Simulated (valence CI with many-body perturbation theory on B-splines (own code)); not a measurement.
Forbidden lines of Co V

Method: configuration interaction combined with many-body perturbation theory (CI+MBPT): five valence electrons over a frozen Dirac-Fock core [Ar], a basis of 7 s, 7 p, 8 d, 6 f, 4 g, 1 h functions for each j, with the one-electron correlation potential Σ1 (screened to all orders), the two-electron term Σ2, the three-electron term Σ3, Breit, model QED; selected single and double excitations, second order for the rest, scaled by the run's own slope (own B-spline code, finite nucleus).

Against 24 measured levels this calculation errs by 2284 cm⁻¹ on average and by 7465 at most. These come from a selection out of Sugar and Corliss, J. Phys. Chem. Ref. Data 10, 1097 (1981). Levels without a partner in it may be off by more, other configurations by 1,000 to 8,000 cm⁻¹. Among the levels kept, up to 1500 cm⁻¹ of a level comes from second order outside the variational space, and about a tenth of that is noise between levels of different J, which matters for small intervals. Only levels of the ground parity were solved; by the run's estimate the other parity begins above the list, which can be wrong where configurations are misplaced. 1 measured level below the end of the list, from 60532 cm⁻¹ on, found no clear computed partner, and computed levels of the same name lie up to 9159 cm⁻¹ from them.

Lines 51 to 100 of 103 in falling wavelength, among levels below 27.228 eV, chosen from the decays that carry over 1 % of a level's rate. Wavelengths and rates use the calculated energies, so an error of 2000 cm⁻¹ moves a line at 469.8 nm by 9.4 % and its rate by three times that or more. Electric multipoles are in the length gauge, E1 and E2 with the static RPA response of the core. Weak lines are less certain than strong ones. Lines between different terms over intervals too small for the method are left out, as are lines whose strength nearly cancels and 16 of this kind that miss the measured wavelength by over 7 %. Where a level lies close to another of its J and parity, the split of strength between their lines is uncertain. Branching is blank where the lifetime is uncertain.

Names give the largest LS component (configuration and term), which can be under half, so a name can repeat, a term be missing and a line seem to break the LS rules; names also repeat where a configuration has a term twice. Letters in brackets count levels of one name in rising energy.

| λ vac (nm) | λ from measured levels | Upper | Lower | Type | A (s⁻¹) | Branch % |
| --- | --- | --- | --- | --- | --- | --- |
| 505.9 |  | 3d5 4F_5/2 [b] | 3d5 4P_3/2 | M1 | 2.40e-02 |  |
| 502.3 |  | 3d5 4F_5/2 [b] | 3d5 4P_5/2 | M1 | 9.37e-02 |  |
| 487.1 |  | 3d5 2G_7/2 [a] | 3d5 4D_5/2 | M1 | 3.53e-03 |  |
| 486.9 |  | 3d5 2D_5/2 [a] | 3d5 4G_7/2 | M1 | 3.82e-01 | 17.9 |
| 486.5 |  | 3d5 2D_5/2 [a] | 3d5 4G_5/2 | M1 | 3.99e-01 | 18.6 |
| 469.8 | 453.5 | 3d5 2G_9/2 [a] | 3d5 4D_7/2 | M1 | 1.66e-02 |  |
| 469.1 |  | 3d5 2D_3/2 [a] | 3d5 4G_5/2 | M1 | 4.15e-02 | 4.6 |
| 469.1 |  | 3d5 2D_3/2 [a] | 3d5 4G_5/2 | E2 | 1.34e-02 | 1.5 |
| 440.0 |  | 3d5 2F_7/2 [a] | 3d5 4G_7/2 | M1 | 1.43e-01 | 9.1 |
| 439.6 |  | 3d5 2F_7/2 [a] | 3d5 4G_9/2 | M1 | 1.11e+00 | 70.4 |
| 439.6 |  | 3d5 2F_7/2 [a] | 3d5 4G_5/2 | M1 | 2.80e-02 | 1.8 |
| 421.3 |  | 3d5 4F_5/2 [a] | 3d5 4G_7/2 | M1 | 7.35e-01 |  |
| 421.3 |  | 3d5 4F_5/2 [a] | 3d5 4G_7/2 | E2 | 8.74e-02 |  |
| 421.0 |  | 3d5 4F_5/2 [a] | 3d5 4G_9/2 | E2 | 4.69e-02 |  |
| 420.9 |  | 3d5 4F_5/2 [a] | 3d5 4G_5/2 | M1 | 7.48e-02 |  |
| 420.9 |  | 3d5 4F_5/2 [a] | 3d5 4G_5/2 | E2 | 5.11e-02 |  |
| 418.4 |  | 3d5 4F_9/2 | 3d5 4G_7/2 | M1 | 2.80e-02 | 2.3 |
| 418.0 |  | 3d5 4F_9/2 | 3d5 4G_9/2 | M1 | 1.37e-01 | 11.4 |
| 418.0 |  | 3d5 4F_9/2 | 3d5 4G_9/2 | E2 | 6.80e-02 | 5.7 |
| 416.9 | 423.5 | 3d5 4F_9/2 | 3d5 4G_11/2 | E2 | 3.21e-01 | 26.8 |
| 416.9 | 423.5 | 3d5 4F_9/2 | 3d5 4G_11/2 | M1 | 3.13e-01 | 26.2 |
| 415.7 |  | 3d5 4F_7/2 | 3d5 4G_7/2 | M1 | 3.37e-01 | 26.4 |
| 415.7 |  | 3d5 4F_7/2 | 3d5 4G_7/2 | E2 | 1.03e-01 | 8.1 |
| 415.3 |  | 3d5 4F_7/2 | 3d5 4G_9/2 | E2 | 2.23e-01 | 17.4 |
| 415.3 |  | 3d5 4F_7/2 | 3d5 4G_9/2 | M1 | 1.47e-01 | 11.5 |
| 415.3 |  | 3d5 4F_7/2 | 3d5 4G_5/2 | M1 | 3.38e-02 | 2.6 |
| 414.3 | 420.9 | 3d5 4F_7/2 | 3d5 4G_11/2 | E2 | 6.34e-02 | 5.0 |
| 411.5 |  | 3d5 4F_3/2 | 3d5 4G_7/2 | E2 | 1.15e-01 | 8.1 |
| 411.2 |  | 3d5 4F_3/2 | 3d5 4G_5/2 | M1 | 3.07e-01 | 21.4 |
| 411.2 |  | 3d5 4F_3/2 | 3d5 4G_5/2 | E2 | 2.85e-01 | 19.9 |
| 409.2 |  | 3d5 4F_5/2 [b] | 3d5 4G_7/2 | M1 | 2.26e-01 |  |
| 409.2 |  | 3d5 4F_5/2 [b] | 3d5 4G_7/2 | E2 | 1.06e-01 |  |
| 408.9 |  | 3d5 4F_5/2 [b] | 3d5 4G_9/2 | E2 | 5.91e-02 |  |
| 408.8 |  | 3d5 4F_5/2 [b] | 3d5 4G_5/2 | M1 | 7.55e-01 |  |
| 408.8 |  | 3d5 4F_5/2 [b] | 3d5 4G_5/2 | E2 | 6.11e-02 |  |
| 368.2 |  | 3d5 2H_9/2 | 3d5 4G_7/2 | M1 | 3.43e-01 | 34.2 |
| 368.0 |  | 3d5 2H_9/2 | 3d5 4G_9/2 | M1 | 4.08e-01 | 40.7 |
| 367.1 | 363.3 | 3d5 2H_9/2 | 3d5 4G_11/2 | M1 | 3.57e-02 | 3.6 |
| 361.6 |  | 3d5 2H_11/2 | 3d5 4G_9/2 | M1 | 4.44e-01 |  |
| 360.8 | 356.3 | 3d5 2H_11/2 | 3d5 4G_11/2 | M1 | 1.08e+00 |  |
| 346.7 |  | 3d5 2G_7/2 [a] | 3d5 4G_9/2 | E2 | 2.39e-03 |  |
| 341.5 |  | 3d5 2G_9/2 [a] | 3d5 4G_7/2 | M1 | 7.25e-02 |  |
| 341.2 |  | 3d5 2G_9/2 [a] | 3d5 4G_9/2 | M1 | 4.31e-02 |  |
| 340.5 | 338.5 | 3d5 2G_9/2 [a] | 3d5 4G_11/2 | E2 | 1.32e-02 |  |
| 275.8 |  | 3d5 4G_5/2 | 3d5 6S_5/2 | M1 | 3.17e-05 | 99.9 |
| 275.7 |  | 3d5 4G_7/2 | 3d5 6S_5/2 | E2 | 5.06e-08 |  |
| 245.1 | 245.4 | 3d5 4P_5/2 | 3d5 6S_5/2 | M1 | 2.98e+00 | 100.0 |
| 244.2 | 244.6 | 3d5 4P_3/2 | 3d5 6S_5/2 | M1 | 1.96e+00 | 100.0 |
| 243.4 | 243.8 | 3d5 4P_1/2 | 3d5 6S_5/2 | E2 | 2.20e-05 |  |
| 225.9 | 223.7 | 3d5 4D_7/2 | 3d5 6S_5/2 | E2 | 2.12e-03 |  |
